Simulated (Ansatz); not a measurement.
`C#[C][Al]([F])[F]` + `COC(=O)O` → `C#COC(=O)OC` + `[F][AlH][F]` at 700 K and 1 bar (substitution at a C–Al bond).

Program: Ansatz. Geometries: PBE0-D4/def2-TZVP. ΔE: electronic, gas phase. CBS: MP2 limit from def2 TZ/QZ plus the TZ coupled-cluster correction, frozen cores. This one scheme is used for every species. One conformer a species, not always the lowest.

| species | CCSD(T)/CBS energy (Eh) | H − E (kJ/mol) | S (J/(mol·K)) |
| --- | --- | --- | --- |
| `C#[C][Al]([F])[F]` | -518.41825 | 121.9 | 403.7 |
| `COC(=O)O` | -304.04228 | 238.9 | 394.6 |
| `C#COC(=O)OC` | -380.03802 | 281.1 | 474.1 |
| `[F][AlH][F]` | -442.35155 | 69.3 | 318.9 |

H − E and S are ideal-gas, rigid-rotor, harmonic terms from PBE0-D4/def2-TZVP, for one conformer and one mirror image of each species. 1 Eh = 2625.50 kJ/mol, R = 8.31446 J/(mol·K).

Q: By hand: ΔE, ΔH, ΔS and ΔG.

A: ΔE = (-380.03802) + (-442.35155) − (-518.41825) − (-304.04228) = 0.07096 Eh = 186.3 kJ/mol. Δ(H − E) = 281.1 + 69.3 − 121.9 − 238.9 = -10.4, so ΔH = 175.9 kJ/mol. ΔS = 474.1 + 318.9 − 403.7 − 394.6 = -5.3 J/(mol·K). ΔG = 175.9 − 700 × (-5.3)/1000 = 179.6 kJ/mol.

Q: By hand: the equilibrium constant, and the temperature at which ΔG would vanish if ΔH and ΔS stayed fixed.

A: log₁₀ K = −ΔG/(RT ln 10) = -13.4. ΔH and −TΔS have one sign here, so there is no such temperature.

The number of gas molecules stays the same, so ΔS is small and ΔH decides. A doubt of 5 kJ/mol in ΔE shifts log₁₀ K by 0.4 here. Other conformers and mirror images would add mixing entropy, several J/(mol·K) or more a flexible species. These are equilibria of isolated gas molecules and say nothing of rates. Largest T1 diagnostic: 0.014 (customary marks: 0.02 for closed shells, 0.045 for open ones).

ΔS is within the doubt of such terms, so its sign, and with it that verdict, could turn.
